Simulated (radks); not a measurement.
Initial-state core-level shifts of neutral europium when its valence configuration changes from [Xe] 4f7 6s2. Calculated with a radial shooting solver on a logarithmic mesh with Libxc functionals: Dirac Kohn-Sham, PBEsol, spin-unpolarised, spherical densities, finite nucleus; open shells fill j = l - 1/2 first; Fermi nuclear charge, rms radius 5.1115 fm. Shifts are changes of the shell-averaged eigenvalues in eV (positive: less bound); the change of the density at the nucleus, which sets a Mossbauer isomer shift, is in e/bohr^3, on a base of 5.784e+05.

valence                   1s       3p       3d       4p  density at nucleus
4f7 6s1 6p1           -1.172   -1.141   -1.143   -1.154              -20.16
4f7 5d2               +1.391   +1.417   +1.431   +1.474              -44.99
4f7 5d1 6s1           +0.966   +0.976   +0.984   +1.008              -24.57
4f5 5d2 6s2          -13.158  -16.317  -16.131  -14.872              +70.45
4f6 6s2 6p1           -9.108  -10.505  -10.435  -10.021              +45.27
4f7 5d1 6s0.5 6p0.5   +0.448   +0.474   +0.482   +0.501              -34.35
4f7 6p2               -2.258   -2.199   -2.202   -2.224              -42.70
4f6 5d1 6s2           -6.029   -7.393   -7.311   -6.892              +32.16
4f6.5 5d0.5 6s2       -2.872   -3.495   -3.458   -3.290              +15.24
